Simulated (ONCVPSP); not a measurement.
**Reading a pseudo-wave (Sb)**

Columns: radius, all-electron u(r) and pseudo u(r) of the 4p shell (level -101.79 eV) of antimony in the configuration [Ar] 3d10 4s2 4p6 4d10 5s2 5p3; PBE, scalar-relativistic, ONCV scheme, ONCVPSP 4.0.1.

```tsv
r (bohr)	all-electron	pseudo
0.078	0.4136	0.0341
0.155	-0.2867	0.1300
0.232	-0.6860	0.2764
0.310	-0.5099	0.4579
0.388	-0.0436	0.6514
0.465	0.4448	0.8330
0.542	0.8348	0.9871
0.620	1.0926	1.1017
0.698	1.2206	1.1670
0.775	1.2482	1.1828
0.852	1.2076	1.1546
0.930	1.1230	1.0896
1.008	1.0156	0.9988
1.085	0.9011	0.8946
1.162	0.7873	0.7858
1.240	0.6784	0.6784
1.318	0.5789	0.5790
1.395	0.4913	0.4912
1.472	0.4144	0.4143
1.550	0.3469	0.3468
1.628	0.2893	0.2892
1.705	0.2409	0.2408
1.782	0.2001	0.2000
1.860	0.1653	0.1653
1.938	0.1364	0.1363
2.015	0.1125	0.1125
```

Task: How many radial nodes do the two functions have?

Result: The all-electron 4p function has n − l − 1 = 2; the pseudo-wave has 0, since the states of the same l below it are removed with the core.

Task: At about which radius was the pseudo-wave matched?

Result: 1.55 bohr. The columns agree to 0.0005 from 1.24 bohr on; several derivatives are matched, so the curves merge somewhat inside the radius.

Task: Is the pseudo-wave norm-conserving?

Result: Yes: the ONCV scheme keeps the norm inside the radius equal to the all-electron one, which fixes the energy derivative of the logarithmic derivative at the level.
